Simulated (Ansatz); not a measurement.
nido-B5H9 (Br for H, site a on B) (B₅H₈Br), 14 atoms. Hardware: 4 threads of Intel Xeon on a shared host.

Correlated methods freeze 14 core orbitals; core or outer-core shells of Br are correlated, in sets that lack core-valence functions.

Q: How many basis functions does each of these Ansatz runs have, and roughly what does it cost? PBE0-D4/def2-SVP, charge 0 singlet, energy, from earlier orbitals; r2SCAN-D4/def2-TZVP, charge 0 singlet, energy, from earlier orbitals; CCSD(T)/def2-SVP, charge 0 singlet, energy, from earlier orbitals; HF/STO-3G, charge 0 singlet, energy; PBE-D4/def2-SVP, charge 0 singlet, relaxation, 6 steps; BHLYP-D4/def2-TZVP, charge 0 singlet, energy, from earlier orbitals; PBE-D4/def2-SVP, charge 0 singlet, energy, from earlier orbitals; MP2/def2-TZVP, charge 0 singlet, energy, from earlier orbitals; B2PLYP/def2-TZVP, charge 0 singlet, energy, from earlier orbitals; PBE0-D4/def2-TZVP, charge 0 singlet, energy, from earlier orbitals; PBE-D4/def2-TZVP, charge 0 singlet, energy and forces, from earlier orbitals; B3LYP-D4/def2-TZVP, charge 0 singlet, energy, from earlier orbitals.

A: Other jobs shared the machine, so times can vary by a factor of up to 3. A dash marks memory too small to be measured apart from the calling script's.

```json
{"run": "HF/STO-3G, charge 0 singlet, energy", "functions": "51", "fitting or Cholesky vectors": "630", "wall time": "0.25 s", "peak host memory (GiB)": "–"}
{"run": "PBE-D4/def2-SVP, charge 0 singlet, energy, from earlier orbitals", "functions": "142", "fitting or Cholesky vectors": "1579", "wall time": "1.8 s", "peak host memory (GiB)": "–"}
{"run": "PBE0-D4/def2-SVP, charge 0 singlet, energy, from earlier orbitals", "functions": "142", "fitting or Cholesky vectors": "1629", "wall time": "2 s", "peak host memory (GiB)": "–"}
{"run": "PBE-D4/def2-TZVP, charge 0 singlet, energy and forces, from earlier orbitals", "functions": "251", "fitting or Cholesky vectors": "1573", "wall time": "3.5 s", "peak host memory (GiB)": "–"}
{"run": "B3LYP-D4/def2-TZVP, charge 0 singlet, energy, from earlier orbitals", "functions": "251", "fitting or Cholesky vectors": "1610", "wall time": "3.9 s", "peak host memory (GiB)": "0.8"}
{"run": "PBE0-D4/def2-TZVP, charge 0 singlet, energy, from earlier orbitals", "functions": "251", "fitting or Cholesky vectors": "1610", "wall time": "4 s", "peak host memory (GiB)": "0.79"}
{"run": "MP2/def2-TZVP, charge 0 singlet, energy, from earlier orbitals", "functions": "251", "fitting or Cholesky vectors": "1678", "wall time": "4.2 s", "peak host memory (GiB)": "0.75"}
{"run": "BHLYP-D4/def2-TZVP, charge 0 singlet, energy, from earlier orbitals", "functions": "251", "fitting or Cholesky vectors": "1852", "wall time": "4.2 s", "peak host memory (GiB)": "0.85"}
{"run": "r2SCAN-D4/def2-TZVP, charge 0 singlet, energy, from earlier orbitals", "functions": "251", "fitting or Cholesky vectors": "1573", "wall time": "5 s", "peak host memory (GiB)": "–"}
{"run": "B2PLYP/def2-TZVP, charge 0 singlet, energy, from earlier orbitals", "functions": "251", "fitting or Cholesky vectors": "1678", "wall time": "7 s", "peak host memory (GiB)": "0.8"}
{"run": "PBE-D4/def2-SVP, charge 0 singlet, relaxation, 6 steps", "functions": "142", "fitting or Cholesky vectors": "1579", "wall time": "7.5 s", "peak host memory (GiB)": "–"}
{"run": "CCSD(T)/def2-SVP, charge 0 singlet, energy, from earlier orbitals", "functions": "142", "fitting or Cholesky vectors": "1431", "wall time": "15 s", "peak host memory (GiB)": "1.1"}
```
